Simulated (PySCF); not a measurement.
Ge(F)(OH) (FGeHO), SMILES [OH][Ge][F] (connectivity only; charge and spin as stated), neutral, multiplicity 1.

Coordinates come from a PBE0-D3(BJ)/def2-TZVP optimisation. One conformer was computed; it need not be the lowest.

These are PySCF with TDA-LC-ωPBE/def2-SVPD values and carry that method's errors.

Vertical excitations. Isolated molecule, no solvent. State labels are in the subgroup Cs.

```json
[
 {"state": "S1", "symmetry": "A\"", "energy (eV)": "5.23", "λ (nm)": "237", "f": "0.125", "main pairs": "HOMO→LUMO 97 %"},
 {"state": "S2", "symmetry": "A'", "energy (eV)": "7.04", "λ (nm)": "176", "f": "0.043", "main pairs": "HOMO−1→LUMO 48 %, HOMO→LUMO+1 44 %"},
 {"state": "S3", "symmetry": "A'", "energy (eV)": "7.90", "λ (nm)": "157", "f": "0.275", "main pairs": "HOMO−1→LUMO 36 %, HOMO→LUMO+1 36 %, HOMO→LUMO+3 17 %"},
 {"state": "S4", "symmetry": "A\"", "energy (eV)": "7.96", "λ (nm)": "156", "f": "0.000", "main pairs": "HOMO−2→LUMO 95 %"},
 {"state": "S5", "symmetry": "A'", "energy (eV)": "8.25", "λ (nm)": "150", "f": "0.214", "main pairs": "HOMO→LUMO+3 49 %, HOMO→LUMO+2 18 %, HOMO→LUMO+1 15 %, HOMO−4→LUMO 8 %"},
 {"state": "S6", "symmetry": "A\"", "energy (eV)": "8.42", "λ (nm)": "147", "f": "0.021", "main pairs": "HOMO−3→LUMO 82 %"},
 {"state": "S7", "symmetry": "A\"", "energy (eV)": "8.63", "λ (nm)": "144", "f": "0.074", "main pairs": "HOMO−1→LUMO+1 81 %"},
 {"state": "S8", "symmetry": "A'", "energy (eV)": "8.65", "λ (nm)": "143", "f": "0.327", "main pairs": "HOMO→LUMO+2 67 %, HOMO→LUMO+3 23 %"},
 {"state": "S9", "symmetry": "A'", "energy (eV)": "9.06", "λ (nm)": "137", "f": "0.084", "main pairs": "HOMO−4→LUMO 80 %"},
 {"state": "S10", "symmetry": "A\"", "energy (eV)": "9.61", "λ (nm)": "129", "f": "0.009", "main pairs": "HOMO−1→LUMO+3 49 %, HOMO−1→LUMO+2 40 %"},
 {"state": "T1", "symmetry": "A\"", "energy (eV)": "3.29", "λ (nm)": "377", "f": "0", "main pairs": "HOMO→LUMO 96 %"},
 {"state": "T2", "symmetry": "A'", "energy (eV)": "5.72", "λ (nm)": "217", "f": "0", "main pairs": "HOMO→LUMO+1 67 %, HOMO→LUMO+2 17 %"},
 {"state": "T3", "symmetry": "A'", "energy (eV)": "6.07", "λ (nm)": "204", "f": "0", "main pairs": "HOMO−1→LUMO 95 %"},
 {"state": "T4", "symmetry": "A'", "energy (eV)": "7.07", "λ (nm)": "175", "f": "0", "main pairs": "HOMO→LUMO+3 74 %"}
]
```
Triplets are in the Tamm–Dancoff approximation.
